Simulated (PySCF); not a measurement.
**Telling isomers of C$_{4}$H$_{9}$O$_{2}$PSi apart by NMR**

Non-relativistic, in vacuum, one averaged value for each set of equivalent atoms, a single conformation. Shielding tensors at PBE0/pcSseg-1 (GIAO); structure optimised with GFN2-xTB; PySCF 2.14.0 with density-fitted response routines.

References, each an isolated molecule treated in the same way: 1H (σref 31.72) and 13C (σref 186.93) against TMS. Splittings of carbon signals by F and P are missing where no couplings were computed. Where no couplings were computed, multiplicities follow the n + 1 count of equivalent neighbours, and m marks all less simple cases (inequivalent or close neighbours, rings, F or P nearby). Shifts are as computed. Against solution values, carbons near 30 ppm lie about +3 ppm off and those near 130 ppm about +5 ppm. Of 1211 compounds with measured shifts, 218 miss one by over three times the rms of a fit or turn the order of signals round; such compounds aren't used in these exercises.

(1) Tabulate the signals of `COC(=O)/P=C(\C)[SiH3]`, `C=CP([SiH3])C(=O)OC` and their relative energies.

(2) What is the quickest way to tell COC(=O)/P=C(\C)[SiH3] from C=CP([SiH3])C(=O)OC?

Answers

(1) 
```json
{"SMILES": "COC(=O)/P=C(\\C)[SiH3]", "carbon types": "2×C 2×CH3", "δC": "222.5, 184.3, 53.3, 29.8", "δH": "4.43 (m, 3H), 3.99 (s, 3H), 2.89 (m, 3H)", "E rel. (kcal/mol)": "4.7"}
{"SMILES": "C=CP([SiH3])C(=O)OC", "carbon types": "1×C 1×CH 1×CH2 1×CH3", "δC": "187.8, 142.4, 132.5, 53.4", "δH": "7.30 (m, 1H), 6.14 (m, 1H), 5.84 (m, 1H), 4.16 (m, 3H), 4.00 (s, 3H)", "E rel. (kcal/mol)": "0.0"}
```

Energies are electronic energies at PBE0/pcSseg-1 on these geometries, without zero-point or thermal terms, each for the one conformer computed, which needn't be the lowest.

(2) Both give the same number of carbon signals, but DEPT or the intensities differ. The first has a carbon double-bonded to a heavier main-group atom (C) at 222.5 ppm, the second an alkene CH at 142.4 ppm. Their most deshielded carbons lie at 222.5 and 187.8 ppm. In the proton spectra the most deshielded non-exchanging signals are 4.43 (m, 3H) and 7.30 (m, 1H).
